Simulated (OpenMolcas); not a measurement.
An OpenMolcas run meant for As III (ANO-RCC-VTZP, DKH3; inactive shells 1s 2s 2p 3s 3p 3d 4s; intended active space 1 electron in 3 orbitals (4p)). One step of its input:

```
&RASSCF
FileOrb=start.orb
Symmetry=2
Spin=2
nActEl=1 0 0
Inactive=9 6
Ras2=0 3
CIRoot=3 3 1
SDav=3
CIMx=300
Iter=4 100
PrWF=0.3
OrbListing=Nothing
MaxOrb=0
Atom
>>> COPY $Project.JobIph JOB001
```

Lines from the output:

```
...
        3   1    7    0  -258.08372221   -1.88E-03*  9.41E-03    9  10 1  1.19E-02*  0.02   0.00    SX    NO
        4   1    7    0  -258.08386072   -1.39E-04*  3.12E-03    5  18 1  2.44E-03*  0.02   0.00    SX    NO
      No convergence after  4 iterations
        5   1    7    0  -258.08387294   -1.22E-05*  3.12E-03    9  10 1  8.21E-04*  0.02   0.00    SX    NO
      Natural orbitals and occupation numbers for root  1
      sym 2:   1.000000   0.000000   0.000000
      Natural orbitals and occupation numbers for root  2
      sym 2:  -0.000000   1.000000   0.000000
      Natural orbitals and occupation numbers for root  3
      sym 2:   0.000000   0.000000   1.000000
::    RASSCF root number  1 Total energy:  -2258.08387294
::    RASSCF root number  2 Total energy:  -2258.08387294
::    RASSCF root number  3 Total energy:  -2258.08387294
                  YZ=  2.2350E-15              ZZ= -2.9210E+00
--
  Molden files will not be produced
      Average orbitals are written to the RASORB file
--- Stop Module: rasscf at  /rc=_RC_NOT_CONVERGED_ ---
.#######################.
.# Convergence problem #.
.#######################.
```

Question: What is wrong with the input?

Answer: The iteration limit is far too low, so the equations stop before they converge.
